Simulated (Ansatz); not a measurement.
Geometry optimisation, Ansatz, RKS B3LYP/def2-SVP.

The input (input.yaml):

```yaml
crystal:
  periodic: [false, false, false]
  atoms:
    - { symbol: As, position_ang: [-1.1377, 1.614, -0.0459] }
    - { symbol: Si, position_ang: [0.4769, 0.0573, -0.2824] }
    - { symbol: C, position_ang: [-0.1117, -1.6865, -0.1512] }
    - { symbol: O, position_ang: [0.3853, -1.0896, 1.0316] }
    - { symbol: H, position_ang: [-1.90814, 1.16885, -1.35403] }
    - { symbol: H, position_ang: [-2.04411, 0.74138, 0.8694] }
    - { symbol: H, position_ang: [1.923, 0.4573, -0.3216] }
    - { symbol: H, position_ang: [0.6795, -2.4474, -0.4749] }
    - { symbol: H, position_ang: [-1.1706, -1.8417, -0.126] }
basis:
  gaussian: { orbitals: def2-SVP }
hamiltonian:
  xc: b3lyp
relax:
  f_tol: 0.015
  max_steps: 40
```

Launched with:

```bash
$ ansatz run input.yaml --threads 2 --pin off --max-ram 3072MiB --backend cpu --events-out ev --progress --plain --runs-dir out
```

**Question.** Where does it end, and by what steps?

**Answer.** The forces met the threshold. After 12 steps the energy has fallen by 0.606 eV; H5 moved furthest, 0.90 Å.

```json
{"step": "0", "energy less start (eV)": "0.0000", "largest force component (eV/Å)": "3.115", "accepted": "yes"}
{"step": "1", "energy less start (eV)": "-0.4844", "largest force component (eV/Å)": "0.524", "accepted": "yes"}
{"step": "2", "energy less start (eV)": "-0.5417", "largest force component (eV/Å)": "0.521", "accepted": "yes"}
{"step": "3", "energy less start (eV)": "-0.5556", "largest force component (eV/Å)": "0.732", "accepted": "yes"}
{"step": "4", "energy less start (eV)": "-0.5781", "largest force component (eV/Å)": "0.198", "accepted": "yes"}
{"step": "5", "energy less start (eV)": "-0.5923", "largest force component (eV/Å)": "0.250", "accepted": "yes"}
{"step": "6", "energy less start (eV)": "-0.6026", "largest force component (eV/Å)": "0.106", "accepted": "yes"}
{"step": "7", "energy less start (eV)": "-0.6016", "largest force component (eV/Å)": "0.158", "accepted": "no"}
{"step": "8", "energy less start (eV)": "-0.6049", "largest force component (eV/Å)": "0.031", "accepted": "yes"}
{"step": "9", "energy less start (eV)": "-0.6054", "largest force component (eV/Å)": "0.110", "accepted": "yes"}
{"step": "10", "energy less start (eV)": "-0.6060", "largest force component (eV/Å)": "0.037", "accepted": "yes"}
{"step": "11", "energy less start (eV)": "-0.6063", "largest force component (eV/Å)": "0.042", "accepted": "yes"}
{"step": "12", "energy less start (eV)": "-0.6064", "largest force component (eV/Å)": "0.011", "accepted": "yes"}
```

```xyz
9
Properties=species:S:1:pos:R:3
As -1.261 1.679 0.265
Si 0.330 -0.031 -0.156
C 0.021 -1.834 -0.021
O 0.603 -1.116 1.120
H -1.448 1.931 -1.235
H -2.412 0.675 0.313
H 1.549 0.476 -0.844
H 0.698 -2.577 -0.467
H -0.987 -2.230 0.171
```

Whether the end is a true minimum wasn't checked by a vibrational analysis.

Time of the run: 33 s on 2 threads of Intel(R) Xeon(R) 6975P-C (Granite Rapids) (shared host), peak memory 0.26 GiB.
